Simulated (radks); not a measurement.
Values are calculated unless marked as measured or tabulated.
Question: All-electron atom: Ge V in [Ne] 3s1 3p6 3d10 4d1 (not the ground configuration). Code: a radial shooting solver on a logarithmic mesh with Libxc functionals. Model: scalar-relativistic Kohn-Sham, PBE, spin-polarised, spherical densities, finite nucleus; open shells are filled with parallel spins first; Fermi nuclear charge, rms radius 4.0742 fm. Some entries of the table are withheld. Estimate them.

orbital  occ.  eigenvalue (Ry)  <r> (bohr)
1s up       1        -810.9879     0.04700
1s down     1        -810.9291     0.04700
2s up       1        -105.8527      0.2100
2s down     1        -105.7976      0.2100
2p up       3        -93.16152      0.1836
2p down     3        -93.10673      0.1836
3s up       1        -17.24816      0.6179
3s down     0        -17.10557      0.6189
3p up       3        -13.33732      0.6363
3p down     3        -13.20251      0.6377
3d up       5         -6.89665      0.6840
3d down     5         -6.78057      0.6865
4s up       0              (1)       1.698
4s down     0              (2)       1.681
4p up       0              (3)         (4)
4p down     0              (5)         (6)
4d up       1         -2.20246       2.495

Answer: 
(1) 4s up eigenvalue (Ry): -4.32727
(2) 4s down eigenvalue (Ry): -4.23701
(3) 4p up eigenvalue (Ry): -3.44036
(4) 4p up <r> (bohr): 1.913
(5) 4p down eigenvalue (Ry): -3.33323
(6) 4p down <r> (bohr): 1.881
